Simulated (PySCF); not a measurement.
## Correlation energy of N²⁺ (nitrogen, charge +2)

[He] 2s2 2p1, 2P determinant. Computed with PySCF 2.14 in x2c-QZVPPall (7s4p3d2f1g, 57 functions), with the spin-free X2C one-electron Hamiltonian (Gaussian nucleus). Frozen: nothing; 5 electrons correlated.

```json
{"level": "CCSD", "correlation energy (mhartree)": "-107.15"}
{"level": "(T)", "correlation energy (mhartree)": "-1.45"}
{"level": "CCSD(T)", "correlation energy (mhartree)": "-108.60"}
```

Diagnostics: T1 = 0.0056, D1 = 0.0136, largest double amplitude 0.134.

Cost of the coupled-cluster step: about 8 core-seconds, for 5 correlated electrons.

Iterations:

```
CC2 = 0
CCSD nocc = (np.int64(3), np.int64(2)), nmo = (57, 57)
frozen orbitals [[], []]
max_cycle = 100
direct = 0
conv_tol = 1e-08
conv_tol_normt = 1e-06
diis_space = 8
diis_start_cycle = 0
Init t2, MP2 energy = -0.0812418996100749
Init E_corr(UCCSD) = -0.0812418996106071
cycle = 1  E_corr(UCCSD) = -0.0961683626963044  dE = -0.0149264631  norm(t1,t2) = 0.0490682
cycle = 2  E_corr(UCCSD) = -0.101900778291097  dE = -0.00573241559  norm(t1,t2) = 0.0242227
cycle = 3  E_corr(UCCSD) = -0.107217882559658  dE = -0.00531710427  norm(t1,t2) = 0.012429
cycle = 4  E_corr(UCCSD) = -0.107122299815668  dE = 9.5582744e-05  norm(t1,t2) = 0.000821199
cycle = 5  E_corr(UCCSD) = -0.107157432489721  dE = -3.51326741e-05  norm(t1,t2) = 0.000111437
cycle = 6  E_corr(UCCSD) = -0.107143833257139  dE = 1.35992326e-05  norm(t1,t2) = 2.49918e-05
cycle = 7  E_corr(UCCSD) = -0.107147714244566  dE = -3.88098743e-06  norm(t1,t2) = 8.61959e-06
cycle = 8  E_corr(UCCSD) = -0.107147705737317  dE = 8.50724914e-09  norm(t1,t2) = 5.94562e-07
UCCSD converged
E(UCCSD) = -52.95731005824783  E_corr = -0.1071477057373172
UCCSD(T) correction = -0.00145400513839081
```

This basis was not built for core-valence correlation, so the inner-shell part is incomplete.
